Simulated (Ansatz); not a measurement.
Cost and result for the atomization energy of BrGaH2S2 (`[SH][Ga]([SH])[Br]`) (6 atoms, 5 bonds).

| atom | x (Å) | y (Å) | z (Å) |
| --- | --- | --- | --- |
| S1 | 1.410 | -0.983 | 1.441 |
| Ga2 | 0.328 | 0.205 | -0.039 |
| S3 | -1.756 | -0.186 | -0.580 |
| Br4 | 1.449 | 1.918 | -1.042 |
| H5 | 0.355 | -1.781 | 1.684 |
| H6 | -1.785 | 0.826 | -1.464 |

Total charge 0; spin multiplicity 1. Correlated methods include outer-core shells of Br, Ga, which these sets cover unevenly. Scalar relativity is left out up to krypton. All single points use the PBE0-D4/def2-TZVP geometry. It is one conformer, not always the lowest. Program: Ansatz. Hardware: A = 2 threads of an AMD EPYC 7R13 on a shared host; B = 2 threads of an AMD EPYC 7R13 on a shared host and a share of an NVIDIA H100 80 GB. Times are those of one run each, without the atoms' runs, and a repeat can differ threefold. Electronic energies, without spin–orbit coupling; frozen cores. CCSD(T)/CBS adds CCSD(T) − MP2 in def2-TZVPP to the MP2 limit, and its time is that of the two runs behind it. T1 = 0.011. With those shells the extrapolation isn't a true limit. B3LYP takes the VWN-RPA correlation (the form of Gaussian; ORCA's B3LYP/G).

CCSD(T)/CBS is a level of theory with its own doubt, some kJ/mol a heavy atom from the limit and from the frozen cores, so smaller differences don't rank the functionals.

```csv
level,functions,wall time,atomization (kcal/mol),difference from CCSD(T)/CBS,per bond
CCSD(T)/def2-TZVPP [B],208,3.1 s,386.9,-12.4,-2.5
PBE-D4/def2-TZVPP (with forces) [A],208,3.4 s,400.5,1.2,0.2
MP2/def2-QZVPP [B],378,5.5 s,403.7,4.4,0.9
PBE0-D4/def2-TZVPP [A],208,6 s,396.0,-3.3,-0.7
r2SCAN-D4/def2-TZVPP (with forces) [A],208,7 s,402.0,2.7,0.5
B3LYP-D4/def2-TZVPP (with forces) [A],208,8 s,387.2,-12.1,-2.4
CCSD(T)/CBS(def2),–,8.7 s,399.3,0.0,0.0
B2PLYP/def2-TZVPP [A],208,10 s,385.4,-13.9,-2.8
ωB97X-V/def2-TZVPP [A],208,13 s,399.5,0.2,0.1
ωB97M-V/def2-TZVPP (with forces) [A],208,20 s,395.9,-3.4,-0.7
```

In def2-TZVPP, CCSD(T) changes the Hartree–Fock value by +108.4 kcal/mol (the triples alone add +9.1 kcal/mol) and MP2 by +118.3 kcal/mol; breaking electron pairs costs correlation energy, which Hartree–Fock lacks. The D4 term adds +8.2 kcal/mol with B3LYP and +4.3 kcal/mol with PBE0; it sums over pairs of atoms, weighted by their polarisabilities, and B3LYP, whose exchange is more repulsive, gets the larger term. From PBE to PBE0 (25 % exact exchange), in def2-TZVPP and without D4, the atomization energy moves by −3.8 kcal/mol: exact exchange takes away binding that semilocal exchange gives to molecules.
